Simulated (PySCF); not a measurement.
C3H6GeO, SMILES [CH3][Ge@H]1[CH]=C[O]1. Geometry optimised at PBE-D3(BJ)/def2-SVP. The structure was generated by enumeration; whether it is a known compound was not checked.

All values below come from PBE-D3(BJ)/def2-SVP (PySCF).

Harmonic wavenumbers (cm⁻¹): 105, 131, 162, 376, 448, 526, 582, 601, 650, 660, 746, 823, 832, 919, 988, 1129, 1199, 1241, 1377, 1379, 1528, 2062, 2987, 3059, 3090, 3109, 3204. Rotational constants (GHz): 7.060, 2.815, 2.563; symmetry number 1.

Question: Work out the zero-point energy and the ideal-gas rigid-rotor harmonic-oscillator thermochemistry at 298.15 K and 1 atm.

Answer: ZPE = ½ Σ hcν = ½ × 33913 cm⁻¹ = 202.85 kJ/mol. H − E(el) = 222.81 kJ/mol. Entropy in J/(mol K): translation 169.52, rotation 109.82, vibration 58.51, total 337.85. G − E(el) = 122.08 kJ/mol. Cp = 106.64 J/(mol K). Modes under 150 cm⁻¹ make the vibrational entropy uncertain.
